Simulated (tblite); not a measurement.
Parent: `[CH3:1][O:2][C@H:3]1[CH:4]=[C:5]([F:6])[SiH2:7][O:8]1` with C1–O2–C3–C4 176°, C4H7FO2Si.

Computed geometry: GFN2-xTB, gas phase. One conformer each, not checked by frequencies here.

| coordinate of the parent | value |
| --- | --- |
| C1–O2 | 1.414 Å |
| O2–C3 | 1.388 Å |
| C3–C4 | 1.501 Å |
| C4=C5 | 1.326 Å |
| C5–F6 | 1.344 Å |
| C5–Si7 | 1.893 Å |
| Si7–O8 | 1.637 Å |
| C3–O8 | 1.408 Å |
| C1–O2–C3 | 114.1° |
| O2–C3–C4 | 108.5° |
| O2–C3–O8 | 111.4° |
| C4–C3–O8 | 109.6° |
| C3–C4–C5 | 113.6° |
| C4–C5–F6 | 122.8° |
| C4–C5–Si7 | 109.5° |
| F6–C5–Si7 | 127.7° |
| C5–Si7–O8 | 90.3° |
| C3–O8–Si7 | 116.4° |

**Question.** In one relative the bonds that all share with the parent change as follows (parent's numbers): C1–O2 -0.002, O2–C3 +0.005, C3–C4 +0.005, C4–C5 -0.001, C5–Si7 -0.011, Si7–O8 +0.004, C3–O8 -0.007 Å. Which is it?
A. `[CH3:1][O:2][C@@H:3]1[CH:4]=[CH:5][SiH2:6][O:7]1` with C1–O2–C3–C4 -176°
B. `[F:1][CH2:2][O:3][C@H:4]1[CH:5]=[C:6]([F:7])[SiH2:8][O:9]1` with F1–C2–O3–C4 -73°, C2–O3–C4–C5 174°

**Answer.** A. The changes in all of them (Å):

```csv
SMILES,C1–O2,O2–C3,C3–C4,C4–C5,C5–Si7,Si7–O8,C3–O8
FCO[C@H]1C=C(F)[SiH2]O1,-0.041,+0.022,-0.003,0.000,0.000,+0.006,-0.009
CO[C@@H]1C=C[SiH2]O1,-0.002,+0.005,+0.005,-0.001,-0.011,+0.004,-0.007
```

Atoms are paired thus: FCO[C@H]1C=C(F)[SiH2]O1: C1 = C2, O2 = O3, C3 = C4, C4 = C5, C5 = C6, F6 = F7, Si7 = Si8, O8 = O9; CO[C@@H]1C=C[SiH2]O1: C1 = C1, O2 = O2, C3 = C3, C4 = C4, C5 = C5, Si7 = Si6, O8 = O7.
